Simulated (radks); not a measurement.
Question: Excited configurations of N I: one electron is placed in a higher orbital outside [He] 2s2 2p2. The ground configuration is [He] 2s2 2p3. Calculated with a radial shooting solver on a logarithmic mesh with Libxc functionals: Dirac Kohn-Sham, PBEsol, spin-unpolarised, spherical densities, point nucleus; open shells fill j = l - 1/2 first. Excitation = E - E(ground); binding = E(ion) - E, where the ion is the core of charge +1; n* = 1/sqrt(2 binding) in atomic units, and the quantum defect is n - n*.

outer orbital  excitation (eV)  binding (eV)     n*  quantum defect  eigenvalue (eV)  <r> (bohr)
3s1/2                    9.550         3.958  1.854           1.146           -2.199       5.279
3d3/2                   11.950         1.558  2.955           0.045           -0.705       10.23
4p1/2                   12.093         1.416  3.100           0.900           -0.817       14.33
4d3/2                   12.535         0.973  3.739           0.261           -0.547       19.32
4f5/2                   12.611         0.897  3.895           0.105           -0.431       17.69
5s1/2                   12.465         1.043  3.611           1.389           -0.657       20.89
5p1/2                   12.639         0.869  3.956           1.044           -0.542       24.40
5d3/2                   12.852         0.656  4.554           0.446           -0.401       31.04
5f5/2                   12.894         0.614  4.706           0.294           -0.359       30.08
6p1/2                   12.921         0.587  4.815           1.185           -0.382       37.24
7f5/2                   13.174         0.334  6.385           0.615           -0.221       63.39

Estimate the row for 7s1/2.

Answer: excitation (eV) 13.032; binding (eV) 0.476; n* 5.345; quantum defect 1.655; eigenvalue (eV) -0.320; <r> (bohr) 47.37. The Delta-SCF ionisation energy is 13.508 eV (NIST Atomic Spectra Database: 14.534 eV, measured). Self-interaction in the functional shifts the binding energies and quantum defects, so they are the method's values and not measured ones. Spin polarisation and multiplet splitting are left out, so open shells lie too high by an amount that depends on their filling.

Beside tabulated values, note that spin-unpolarised runs miss the spin-polarisation part of the exchange energy of open shells.
